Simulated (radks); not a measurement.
Task: These are the eigenvalues of the occupied orbitals of an atom or ion with whole-number occupations (hartree). Calculated with a radial shooting solver on a logarithmic mesh with Libxc functionals: scalar-relativistic Kohn-Sham, PBE, spin-unpolarised, spherical densities, point nucleus.

orbital  eigenvalue
1s        -1369.754
2s        -216.8909
2p        -194.5295
3s        -46.14601
3p        -38.97819
3d        -28.57118
4s         -9.42254
4p         -7.11065
4d         -3.75430
5s         -1.68980
5p         -1.13582

Which element is it, and in what charge state? The configuration may be excited.

Result: Z = 56, barium, charge +2: Ba2+ in [Xe]. The list shows which subshells hold electrons but not how many an open one holds; the 1s level, -1369.8 hartree, gives Z - s = 52.3 by -(Z - s)^2/2, which with screening and relativity narrows Z to a few neighbours, and the depths of the outer levels then fix element, charge and occupations together.
